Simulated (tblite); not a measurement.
C₈H₉FNP.
SMILES with atom numbers: `[F:1][C:2]1=[CH:3][CH2:4][CH2:5][P:6]1[n:7]1[cH:8][cH:9][cH:10][cH:11]1` (hydrogens: H12 on C3; H13, H14 on C4; H15, H16 on C5; H17 on C8; H18 on C9; H19 on C10; H20 on C11)

Cartesian coordinates in Å at the GFN2-xTB level; atoms count from 1:
```xyz
20
C8H9FNP angstrom
F     -0.882    0.620   -2.927
C     -1.225    0.270   -1.677
C     -2.109    0.929   -0.941
C     -2.351    0.377    0.424
C     -1.595   -0.957    0.554
P     -0.476   -1.228   -0.926
N      0.994   -0.526   -0.364
C      2.192   -1.197   -0.399
C      3.161   -0.399    0.127
C      2.539    0.816    0.499
C      1.218    0.710    0.187
H     -2.625    1.817   -1.271
H     -3.421    0.230    0.583
H     -2.014    1.097    1.176
H     -2.300   -1.790    0.577
H     -1.000   -1.010    1.467
H      2.244   -2.192   -0.797
H      4.200   -0.640    0.239
H      3.022    1.665    0.944
H      0.423    1.420    0.303
```

All values are computed: GFN2-xTB (tblite) harmonic vibrations without scaling, gas phase. This tight-binding method is rough: wavenumbers can miss measured ones by several per cent, in bad cases by 10 to 20. One conformer, not necessarily the lowest.

Harmonic wavenumbers (cm⁻¹): 31.0, 60.8, 80.7, 130.0, 205.9, 231.1, 269.1, 321.9, 424.8, 460.1, 506.8, 571.0, 577.9, 618.3, 659.0, 709.3, 758.6, 766.8, 771.2, 809.7, 822.0, 833.2, 842.1, 910.7, 939.0, 956.2, 1058.9, 1079.3, 1082.2, 1088.8, 1116.2, 1139.4, 1176.2, 1188.9, 1210.1, 1220.6, 1243.7, 1295.7, 1330.5, 1400.3, 1438.4, 1455.2, 1474.4, 1564.8, 1679.5, 2939.0, 2969.2, 2976.1, 2985.1, 3094.1, 3144.4, 3151.9, 3162.7, 3170.8.

A = 1710, B = 732.6, C = 684.3 MHz; mass 169.046 u (most abundant isotopes); point group C1, symmetry number 1.

Question: What is the zero-point energy?

Answer: Half the sum of the wavenumbers: 33052 cm⁻¹ = 94.50 kcal/mol.

Question: Entropy at 500 K, 1 bar (ideal gas, RRHO, classical rotation)?

Answer: Translation 43.88, rotation 31.85, vibration 53.36: S = 129.1 cal/(mol K).

Question: And Cp and H(500 K) − H(0)?

Answer: Cp = 62.81 cal/(mol K), of which vibrations give 54.86 (their classical limit is 54 R = 107.3); H(500 K) − H(0) = 17.72 kcal/mol without the zero-point energy, 13.75 from vibrations.

Question: Which modes carry the vibrational entropy at 500 K?

Answer: 31.0 cm⁻¹: 6.79; 60.8 cm⁻¹: 5.45; 80.7 cm⁻¹: 4.89; 130.0 cm⁻¹: 3.95; 205.9 cm⁻¹: 3.06; 231.1 cm⁻¹: 2.83 cal/(mol K); the other 48 give 26.38 together.

Question: How do the functions run with temperature in this model?

Answer: 
| T (K) | S (cal/(mol K)) | Cp (cal/(mol K)) | H − H(0) (kcal/mol) | G − H(0) (kcal/mol) | ln q(vib) |
| --- | --- | --- | --- | --- | --- |
| 100 | 72.8 | 18.5 | 1.34 | -5.94 | 2.23 |
| 200 | 88.6 | 28.8 | 3.68 | -14.04 | 4.89 |
| 300 | 102.6 | 41.3 | 7.18 | -23.61 | 7.54 |
| 800 | 163.2 | 81.7 | 39.71 | -90.84 | 21.15 |
| 1000 | 182.3 | 89.4 | 56.86 | -125.43 | 26.24 |

q(vib) and H(0) count from the zero-point level.

Question: What must be added to the electronic energy to get the Gibbs energy at 500 K and 1 bar?

Answer: ZPE + [H(500 K) − H(0)] − T·S = 94.50 + 17.72 − 64.54 = 47.68 kcal/mol.

Question: Blend soft modes into free rotors: weight 1/[1 + (100 cm⁻¹/ν̃)⁴] for the oscillator and the rest for a rotor with moment μB/(μ + B), μ = h/(8π²ν), B = 10⁻⁴⁴ kg m². What vibrational entropy results?

Answer: 48.55 cal/(mol K) in place of 53.36, which changes −T·S at 500 K by +2.40 kcal/mol.

Hindered rotation and anharmonicity are outside this model. Other conformers, if any are populated, would add a mixing term that is left out. The structure is chiral; the term R ln 2 for an equal mix with its mirror image is left out.
